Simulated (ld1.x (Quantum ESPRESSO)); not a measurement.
Results of a calculation; reference values are marked as such.
## Potentials for Sb compared

Generated with ld1.x 7.5 (TM, RRKJ, ultrasoft, PAW), atompaw 4.2 or ONCVPSP 4.0.1. The cutoff is in Ry: for ld1.x and atompaw files where the sum of valence levels is converged to 10 mRy in a Bessel basis, for ONCV files where the hardest occupied wave has 1 mHa per electron of residual kinetic energy. The error is the largest all-electron minus pseudo excitation energy over each file’s own four to seven test configurations (ionisations up to +4, promotions, holes and added fractions of an electron), all of which were solved. The labels leave out finer settings (local radius, basis sizes, second energies), which also bear on the numbers. Spin-polarised tests are not counted. The rows are a selection from randomly drawn settings: files with unsolved tests, undetermined cutoffs or missed reference levels are left out.

A true bound ghost makes a file unfit for plane-wave use even where its test errors are small: the radial tests pick states by their node count and pass the ghost by.

```csv
potential,cutoff (Ry),largest error (meV),bound ghosts
"TM, LDA (PZ), scalar-relativistic, rc 2.00/1.65/1.60 (spd), local smoothed, core correction yes, reference 5s2 5p3",45,-101,d
"ultrasoft, PBE, scalar-relativistic, rc 1.90/2.62/1.20 (spd), local smoothed, core correction no, reference 4d10 5s2 5p2",100,-7.1,"p, s"
"TM semilocal, PBE, scalar-relativistic, rc 2.05/2.05/1.30/1.85 (spdf), local s, core correction yes, reference 4d10 5s2 5p3",100,-11,none
```

(1) Fill in the row for Sb: TM, LDA (PZ), fully relativistic, rc 1.95/1.70 (sp), local smoothed, core correction yes, reference 5s2 5p3.

(2) Fill in the row for Sb: TM, LDA (PZ), scalar-relativistic, rc 1.80/1.70/0.95 (spd), local smoothed, core correction yes, reference 4d10 5s2 5p3.

(3) Fill in the row for Sb: TM semilocal, LDA (PZ), scalar-relativistic, rc 1.45/1.85 (sp), local p, core correction no, reference 5s2 5p3.

## Answers

(1) cutoff 40 Ry, largest error -506 meV, bound ghosts: s, d.

(2) cutoff 120 Ry, largest error -8.9 meV, bound ghosts: s, p.

(3) cutoff 50 Ry, largest error +171 meV, bound ghosts: none.
